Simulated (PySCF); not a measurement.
## A survey of $^{29}$Si NMR shifts

- σ from GIAO-PBE0/pcSseg-1
- structure optimised with GFN2-xTB
- code: PySCF
- no relativistic terms, gas phase, one computed conformer, rapidly exchanging positions averaged

Shieldings were converted by a linear fit to measured shifts: $^{29}$Si: δ = 279.94 − 0.822σ (rms 8.9 ppm, 72 shifts, 25.8 ppm with the 6 outliers that the fit left out vs TMS, solution or neat liquid). Occasional misses reach two or three times the rms, and more in compound classes unlike the fitted ones.

(1) Give the $^{29}$Si shifts of `N#C[Si@H]([SiH3])OCCO`, `NC[C@@H]1[SiH2]O[SiH2]C1=O`, `C=N[SiH2][Si@@H](C=O)OC`, `O[SiH2]c1ccncc1`.

(2) Order these by $^{29}$Si shift, lowest first.
A. C#C[Si@@H](OC=O)SC
B. O=C=N[SiH]1CC=CC1
C. FC(F)(F)CP=C=C[SiH3]
D. C=C[C@@H](CC#N)O[SiH2]C#N

Answers

(1) 
```tsv
compound	environment	δ (ppm)
[N:1]#[C:2][Si@H:3]([SiH3:4])[O:5][CH2:6][CH2:7][OH:8]	Si3: silicon bonded to C, O, Si, H	-44.4
[N:1]#[C:2][Si@H:3]([SiH3:4])[O:5][CH2:6][CH2:7][OH:8]	Si4: silicon bonded to Si, 3 H	-100.0
[NH2:1][CH2:2][C@@H:3]1[SiH2:4][O:5][SiH2:6][C:7]1=[O:8]	Si4: silicon bonded to C, O, 2 H, in a 5-membered ring	-17.9
[NH2:1][CH2:2][C@@H:3]1[SiH2:4][O:5][SiH2:6][C:7]1=[O:8]	Si6: silicon bonded to C, O, 2 H, in a 5-membered ring	-42.1
[CH2:1]=[N:2][SiH2:3][Si@@H:4]([CH:5]=[O:6])[O:7][CH3:8]	Si4: silicon bonded to C, O, Si, H	-40.0
[CH2:1]=[N:2][SiH2:3][Si@@H:4]([CH:5]=[O:6])[O:7][CH3:8]	Si3: silicon bonded to N, Si, 2 H	-54.4
O[SiH2]c1ccncc1	silicon bonded to C, O, 2 H	-23.7
```

(2) C (-62.6 ppm, silicon bonded to C, 3 H), D (-54.4 ppm, silicon bonded to C, O, 2 H), A (-27.4 ppm, silicon bonded to C, O, S, H), B (-14.9 ppm, silicon bonded to 2 C, N, H, in a 5-membered ring).
